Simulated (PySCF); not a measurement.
A structure optimised at PBE0-D3(BJ)/def2-SVP, used in a PySCF frequency run:

```xyz
6

Si    -0.0057     0.3431     0.0000
O      1.5571    -0.1238     0.0000
F     -0.7824    -0.2534     1.2781
F     -0.7824    -0.2534    -1.2781
H     -0.0655     1.8089     0.0000
H      1.7733    -1.0611     0.0000
```
Charge 0, spin multiplicity 1.

**Question.** Write its SMILES, formula and point group.

**Answer.** O[SiH](F)F, F2H2OSi, Cs

**Question.** What are its rotational constants (standard atomic weights)?

**Answer.** 6.9825, 6.6932, 3.9710 GHz
